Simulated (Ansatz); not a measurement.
Geometry optimisation, RKS PBE-D4/def2-SVP in Ansatz 0.2.0.

The input (input.yaml):

```yaml
crystal:
  periodic: [false, false, false]
  atoms:
    - { symbol: W, position_ang: [0.0, 0.0, 0.0] }
    - { symbol: H, position_ang: [0.0, 0.0, 1.72] }
    - { symbol: H, position_ang: [1.72, 0.0, 0.0] }
    - { symbol: H, position_ang: [0.0, 1.72, 0.0] }
    - { symbol: H, position_ang: [-1.72, 0.0, 0.0] }
    - { symbol: Cl, position_ang: [0.0, -2.39, 0.0] }
    - { symbol: H, position_ang: [0.0, 0.0, -1.72] }
basis:
  gaussian: { orbitals: def2-SVP }
hamiltonian:
  xc: pbe
  dispersion: d4
relax:
  f_tol: 0.02
  max_steps: 40
```

Run as:

```bash
$ ansatz run input.yaml --threads 1 --pin off --max-ram 2048MiB --backend cpu --events-out ev --progress --plain --runs-dir out
```

Q: Where does it end, and by what steps?

A: The forces met the threshold. After 7 steps the energy has fallen by 5.118 eV; H4 moved furthest, 0.55 Å. The start is strongly strained (largest force component 10 eV/Å).

| step | energy less start (eV) | largest force component (eV/Å) | accepted |
| --- | --- | --- | --- |
| 0 | 0.0000 | 9.533 | yes |
| 1 | -2.0358 | 3.542 | yes |
| 2 | -3.3787 | 2.778 | yes |
| 3 | -4.3873 | 1.618 | yes |
| 4 | -5.0001 | 1.262 | yes |
| 5 | -5.1087 | 0.439 | yes |
| 6 | -5.1177 | 0.072 | yes |
| 7 | -5.1179 | 0.007 | yes |

```xyz
7
Properties=species:S:1:pos:R:3
W 0.000 -0.538 0.000
H 0.000 0.393 1.410
H 1.410 0.393 0.000
H 0.000 1.168 0.000
H -1.410 0.393 0.000
Cl 0.000 -2.874 0.000
H 0.000 0.393 -1.410
```

Time of the run: 39 s on 1 thread of Arm Neoverse V1, with other jobs on the host, peak memory 0.15 GiB.
